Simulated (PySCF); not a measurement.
This script is equivalent to a calculation on He⁺ (helium, charge +1).

```python
from pyscf import gto, scf, dft, mp, cc
import basis_set_exchange as bse
mol = gto.M(atom="He 0 0 0", charge=1, spin=1, symmetry="D2h",
            basis=gto.basis.parse(bse.get_basis("aug-cc-pVDZ-DK", elements=["He"], fmt="nwchem", header=False)),
            nucmod="G")
mf = dft.UKS(mol, xc="R2SCAN").sfx2c1e()
mf.irrep_nelec = {'Ag': (1, 0)}
mf.kernel()
```

Q: What total energy does it give?

A: -1.995 hartree (calculated).

Q: Which occupied shell lies highest, and where?

A: 1s α, at -43.117 eV.

Q: What is ⟨S²⟩, and what would a pure spin state give?

A: 0.750, against 0.75.

For one electron the Hartree and exchange-correlation energies should cancel; what remains is the self-interaction error.
